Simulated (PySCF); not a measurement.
# (HMg-mu-Cl)2: computed shieldings and shifts

(HMg-mu-Cl)2, Cl2H2Mg2, point group D2h.

Bonds: Mg1-Cl3 2.400 Å, Mg1-Cl6 2.398 Å, Cl3-Mg4 2.398 Å, Mg4-Cl6 2.399 Å. Mg1 carries H2; Mg4 carries H5.

GIAO calculations in PySCF 2.14 on the PBE0-D3(BJ)/def2-SVP structure: isolated species, non-relativistic, equivalent atoms averaged; basis pcSseg-1.

(1) Give the isotropic shieldings (ppm) with KT2, PBE0.

(2) And the chemical shifts, against references computed in the same way?

(3) Which part of the shielding of Cl3/Cl6 depends on the functional?

Answers

(1) 
```tsv
atoms	environment	KT2	PBE0
Cl3/Cl6	chlorine bonded to 2 Mg	946	979
Mg1/Mg4	Mg bonded to 2 Cl, H	495	499
H2/H5	hydrogen on a Mg bonded to 2 Cl	26.55	26.76
HOMO–LUMO gap (eV)	–	5.03	6.96
```

(2) 
| atoms | nucleus, reference | KT2 | PBE0 |
| --- | --- | --- | --- |
| Cl3/Cl6 | ³⁵Cl, HCl | -3 | -35 |
| H2/H5 | ¹H, TMS | 4.62 | 4.51 |

(3) Diamagnetic: KT2 1151, PBE0 1150 ppm; paramagnetic: KT2 -206, PBE0 -171 ppm. The diamagnetic part, set mainly by inner electrons, hardly moves; the paramagnetic part goes with low-lying magnetically allowed excitations and carries the spread.
